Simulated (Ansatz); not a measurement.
La(N(SiH3)2)3 (LaSi₆N₃H₁₈). Total charge 0; singlet. Geometry PBE-D4/def2-SVP; atoms count from 1.

```xyz
28

La   -0.7188   -0.0402    0.0545
N    -0.2312    1.1796   -1.9327
Si   -1.7931    1.4119   -2.6100
Si    1.3466    1.6970   -2.4612
H    -2.3115    2.8251   -2.6887
H    -2.6810    0.7096   -1.5417
H    -2.1037    0.7072   -3.9059
H     1.7635    1.0801   -3.7747
H     2.3370    1.2573   -1.4081
H     1.4574    3.1959   -2.6076
N     0.1213   -2.2666   -0.0604
Si   -1.3065   -3.2022    0.1289
Si    1.7800   -2.7232   -0.3394
H    -1.7535   -4.0326   -1.0469
H    -2.3750   -2.0781    0.2632
H    -1.4416   -4.0241    1.3849
H     2.3783   -3.5115    0.8011
H     2.5760   -1.4466   -0.4882
H     1.9638   -3.5356   -1.5992
N     0.0376    1.0940    2.0085
Si    1.6991    1.3687    2.4546
Si   -1.4373    1.4664    2.8075
H     2.0594    2.8323    2.5273
H     2.5590    0.7330    1.3872
H     2.0653    0.7441    3.7797
H    -1.7025    0.7853    4.1260
H    -2.4683    0.8534    1.8163
H    -1.8205    2.9195    2.9251
```

In the def2 sets La takes a core potential; there is no spin–orbit coupling.

Estimate the Mulliken populations from the PBE0/def2-TZVP orbitals of Ansatz.


```json
{"atom": "La1", "charge (e)": "1.34", "d electrons": "1.24"}
{"atom": "N2", "charge (e)": "-0.58", "d electrons": "–"}
{"atom": "Si3", "charge (e)": "0.18", "d electrons": "–"}
{"atom": "Si4", "charge (e)": "0.18", "d electrons": "–"}
{"atom": "H5", "charge (e)": "-0.02", "d electrons": "–"}
{"atom": "H6", "charge (e)": "-0.09", "d electrons": "–"}
{"atom": "H7", "charge (e)": "-0.02", "d electrons": "–"}
{"atom": "H8", "charge (e)": "-0.04", "d electrons": "–"}
{"atom": "H9", "charge (e)": "-0.03", "d electrons": "–"}
{"atom": "H10", "charge (e)": "-0.04", "d electrons": "–"}
{"atom": "N11", "charge (e)": "-0.58", "d electrons": "–"}
{"atom": "Si12", "charge (e)": "0.18", "d electrons": "–"}
{"atom": "Si13", "charge (e)": "0.18", "d electrons": "–"}
{"atom": "H14", "charge (e)": "-0.02", "d electrons": "–"}
{"atom": "H15", "charge (e)": "-0.09", "d electrons": "–"}
{"atom": "H16", "charge (e)": "-0.02", "d electrons": "–"}
{"atom": "H17", "charge (e)": "-0.04", "d electrons": "–"}
{"atom": "H18", "charge (e)": "-0.03", "d electrons": "–"}
{"atom": "H19", "charge (e)": "-0.04", "d electrons": "–"}
{"atom": "N20", "charge (e)": "-0.58", "d electrons": "–"}
{"atom": "Si21", "charge (e)": "0.18", "d electrons": "–"}
{"atom": "Si22", "charge (e)": "0.18", "d electrons": "–"}
{"atom": "H23", "charge (e)": "-0.04", "d electrons": "–"}
{"atom": "H24", "charge (e)": "-0.03", "d electrons": "–"}
{"atom": "H25", "charge (e)": "-0.04", "d electrons": "–"}
{"atom": "H26", "charge (e)": "-0.02", "d electrons": "–"}
{"atom": "H27", "charge (e)": "-0.09", "d electrons": "–"}
{"atom": "H28", "charge (e)": "-0.02", "d electrons": "–"}
```
Mulliken values and Mayer orders depend strongly on the basis.

And the Mayer bond orders between bonded heavy atoms (over 0.3)?

La1–N2 0.65 (2.38 Å); La1–N11 0.65 (2.38 Å); La1–N20 0.65 (2.38 Å); N2–Si3 1.26 (1.72 Å); N2–Si4 1.16 (1.74 Å); N11–Si12 1.27 (1.72 Å); N11–Si13 1.16 (1.74 Å); N20–Si21 1.16 (1.74 Å); N20–Si22 1.26 (1.72 Å).
